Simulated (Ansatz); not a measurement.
Start from `C=CB(S)Cl` and change one atom or group to get `C=CB(Cl)CO`.

Ansatz, PBE0-D4/def2-TZVP geometries, multiplicity 1. Each molecule was computed in one conformer, which needn't be the lowest.

| property | `C=CB(S)Cl` |
| --- | --- |
| HOMO–LUMO gap (PBE/def2-TZVPP) / eV | 4.03 |
| LUMO energy (ωB97M-V/def2-TZVPP) / eV | 0.20 |
| size of the dipole moment (ωB97M-V/def2-TZVPP) / D | 0.64 |
| LUMO energy (PBE/def2-TZVPP) / eV | -2.73 |
| HOMO–LUMO gap (ωB97M-V/def2-TZVPP) / eV | 10.21 |
| LUMO energy (PBE0/def2-TZVPP) / eV | -1.86 |

Problem. Give the same properties after the change, and the shifts. (Best estimate.)

Solution. Computed: 
```json
{"property": "HOMO–LUMO gap (PBE/def2-TZVPP) / eV", "`C=CB(Cl)CO`": "3.10", "shift": "-0.93"}
{"property": "LUMO energy (ωB97M-V/def2-TZVPP) / eV", "`C=CB(Cl)CO`": "0.00", "shift": "-0.20"}
{"property": "size of the dipole moment (ωB97M-V/def2-TZVPP) / D", "`C=CB(Cl)CO`": "1.80", "shift": "1.16"}
{"property": "LUMO energy (PBE/def2-TZVPP) / eV", "`C=CB(Cl)CO`": "-2.97", "shift": "-0.24"}
{"property": "HOMO–LUMO gap (ωB97M-V/def2-TZVPP) / eV", "`C=CB(Cl)CO`": "10.07", "shift": "-0.14"}
{"property": "LUMO energy (PBE0/def2-TZVPP) / eV", "`C=CB(Cl)CO`": "-2.05", "shift": "-0.19"}
```

With PBE0 the HOMO rises by 0.21 eV and the LUMO falls by 0.19 eV, so the gap narrows by about 0.40 eV. PBE moves the HOMO by 0.70 eV and ωB97M-V by -0.06 eV. Dipoles are sizes alone; their direction can turn.
